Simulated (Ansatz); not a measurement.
Spectroscopic constants of Rb2, closed-shell singlet (the spin of the measured ground state). No spin–orbit coupling.

Seven points along R, fitted to fifth degree in 1/R; most abundant isotopes. In def2 and cc sets the state is the lowest found near the PBE0 minimum, followed along R. The singlet is held restricted.

Correlated levels freeze the inner cores; with def2 sets outer-core shells near the valence are correlated too.

Run with Ansatz (a program for electronic structure) with Gaussian orbitals.  In def2 rows elements past Kr take small-core potentials, without spin–orbit coupling.

Energies at CCSD/def2-QZVPP:

```
R (Å)      E (hartree)
--------  ------------
3.998226  -47.96798696
4.105706  -47.96845277
4.204586  -47.96864066
4.316365  -47.96861078
4.428143  -47.96835933
4.557118  -47.96783909
4.707589  -47.96698127
```

**Question.** With a reduced mass of 42.4559 u, find the minimum, the force constant and the constants.

**Answer.** A fifth-degree polynomial in 1/R puts the minimum at r_e = 4.2459 Å with force constant 8.53 N/m. Then ω_e = (1/2πc)√(k/μ) = 58 cm⁻¹ and B_e = h/(8π²cμr_e²) = 0.02202 cm⁻¹; the cubic and quartic terms give α_e = 4.7e-5 and ω_e x_e = 0.12 cm⁻¹.

Doubts at one or more of the structures used: a restricted determinant that unrestricted orbitals would lower (CCSD/def2-QZVPP).
